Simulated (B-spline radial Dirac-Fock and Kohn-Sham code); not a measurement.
# Dipole and non-dipole photoemission parameters of Ho 4f5/2

System: the Ho atom, [Xe] 4f11 6s2; threshold 10.04 eV (orbital energy of the model). Method: Dirac-Hartree-Slater photoionisation with a Latter tail; cross sections with all multipoles, angular parameters from the dipole term and its interference with E2. Computed with a B-spline atomic structure program.

For linearly polarised light dσ/dΩ = σ/(4π) [1 + β P₂(cos θ) + (δ + γ cos²θ) sin θ cos φ], with θ from the polarisation vector and φ the angle between the beam and the projection of the electron momentum on the plane normal to the polarisation.

```
hν (eV)   σ (kb)      β      γ      δ
   52.5     2130  0.635  0.007  0.009
     60     2400  0.541  0.006  0.010
   65.3     2570  0.492  0.006  0.011
    148     2750  0.374  0.007  0.019
    165     2580  0.397  0.008  0.020
    176     2460  0.413  0.009  0.021
    628      262  0.937  0.084  0.050
    699      196  0.972  0.105  0.055
    800      133  1.009  0.138  0.061
   1020     63.9  1.054  0.217  0.075
 1253.6     33.0  1.070  0.303  0.088
   1320     27.8  1.071  0.327  0.092
   1330     27.1  1.071  0.331  0.093
 1486.9     18.6  1.069  0.387  0.102
   1490     18.5  1.068  0.388  0.102
   2000     6.60  1.035  0.550  0.130
   2350     3.67  1.003  0.646  0.148
   2480     3.00  0.991  0.679  0.155
   3370    0.934  0.910  0.866  0.202
   4000    0.475  0.859  0.971  0.234
   5400    0.140  0.768  1.156  0.303
 5414.7    0.139  0.767  1.158  0.304
   5610        ?      ?      ?      ?
   6230   0.0771  0.724  1.244  0.343
   6290   0.0740  0.721  1.249  0.346
   7440   0.0361  0.670  1.347  0.399
  10400  0.00830  0.571  1.517  0.524
  11200  0.00596  0.550  1.550  0.557
  12000  0.00437  0.531  1.579  0.588
  13300  0.00274  0.502  1.618  0.638
```

Question: Give the values at 5610 eV.

Answer: σ = 0.120 kb, β = 0.756, γ = 1.180, δ = 0.314.
